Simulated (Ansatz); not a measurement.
The same atomization along the group F, Cl, Br.

Isolated molecules relaxed with PBE0-D4/def2-TZVP in Ansatz; ΔE leaves out vibrations. CCSD(T)/CBS is the MP2 limit (def2-TZVPP, def2-QZVPP) plus CCSD(T) − MP2 in def2-TZVPP, frozen cores. This one scheme is used for every species, atoms too. Functionals use def2-TZVPP. Open shells (•) are unrestricted, without spin–orbit coupling. Spin–orbit coupling would lower the free atoms: a little for C, Cl, F; clearly for Br, Ge. For Br, Ge outer-core shells are correlated without core-valence functions, so the limit isn't a true one: a few kJ/mol of doubt a bond, and 10 to 20 or more in all where bonds break to atoms. Scalar relativity is left out up to krypton.

```
                               reaction  revPBE-D4 (kJ/mol)  CCSD/CBS(def2) (kJ/mol)  ωB97M-V (kJ/mol)  r2SCAN-D4 (kJ/mol)
  `[CH3][Ge][F]` → C• + F• + Ge• + 3 H•                2083                     2074              2098                2099
`[CH3][Ge][Cl]` → C• + Cl• + Ge• + 3 H•                1963                     1948              1976                1981
`[CH3][Ge][Br]` → C• + Br• + Ge• + 3 H•                1918                     1908              1922                1938
```

Give the CCSD(T)/CBS values in the same order. (Best estimate.)

Ansatz gave: 2106, 1979, 1939 kJ/mol.

Largest T1 diagnostic: 0.013, for `[CH3][Ge][F]`.

For atomizations the MP2-based limit and the directly extrapolated one differ by several kJ/mol either way, and by 10 to 25 for some Ge, Se and Sn compounds, so smaller differences from it don't rank the levels.
